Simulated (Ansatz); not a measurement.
Reading a saddle point

A first-order saddle point of GeH$_{5}$ClF$_{2}$, singlet, PBE0-D4/def2-TZVP, with one imaginary mode of 257i cm⁻¹:

Ge1  (-0.779, -0.968, -0.442)
Cl2  (0.819, -0.524, 1.544)
H3  (0.258, -2.029, -0.798)
H4  (-1.769, -1.207, 0.695)
H5  (-1.587, -0.621, -1.712)
H6  (0.530, 1.461, -0.218)
F7  (-0.174, 0.940, -0.798)
H8  (1.326, 1.032, 1.139)
F9  (1.374, 1.916, 0.590)
(Å)

Computed with Ansatz 0.2.0 (basis: def2-TZVPP and def2-QZVPP); correlated methods freeze the cores. Filled d shells of the heavier atoms are correlated. The def2 sets are not built for correlating such inner shells, so the correlated values are less sure here. Extrapolation: Hartree–Fock as exp(−7.88 √X), correlation as X^−2.97.

Question: Which contacts change along the imaginary mode, and what lies on either side? (Judge from chemistry; the calculation decides.)

Answer: By the calculation: The step is GeH₃Cl ([Cl][GeH3]) + HF + HF → GeH₃F ([F][GeH3]) + HCl + HF, with the molecules in contact on both sides. Shortening one way: Ge1–F7, Cl2–H8, H6–F9; lengthening the same way: Ge1–Cl2, H6–F7, H8–F9.
```csv
pair,one side (Å),saddle (Å),other side (Å)
Ge1–F7,3.25,2.03,1.78
Cl2–H8,2.06,1.69,1.30
H6–F9,1.68,1.25,0.94
Ge1–Cl2,2.20,2.59,3.80
H6–F7,0.94,1.05,1.59
H8–F9,0.94,1.04,1.82
```

Question: Which side is lower, and how far does the saddle lie above each? (Judge from chemistry; the value comes from the calculation.)

Answer: By the calculation: The side with Ge1–Cl2, H6–F7, H8–F9 short is lower by 4.27 kcal/mol; the saddle lies 31.99 kcal/mol above it and 27.72 kcal/mol above the other (CCSD(T) at an estimated basis limit (MP2 extrapolated from triple and quadruple zeta, plus CCSD(T) − MP2 in triple zeta); electronic energies).

The T1 diagnostic stays at or below 0.011.

Labels in which every atom is bracketed show which atoms are joined, not bond orders.

For scale, one of the runs: CCSD(T)/def2-TZVPP, 222 basis functions, launched by `ansatz run in.yaml --threads 8 --pin off --events-out ev --progress --plain --max-ram 19148MiB`. The run took 77 s on 8 CPU threads of an Arm Neoverse V2 (shared host), with 3.7 GiB of host memory at its peak.
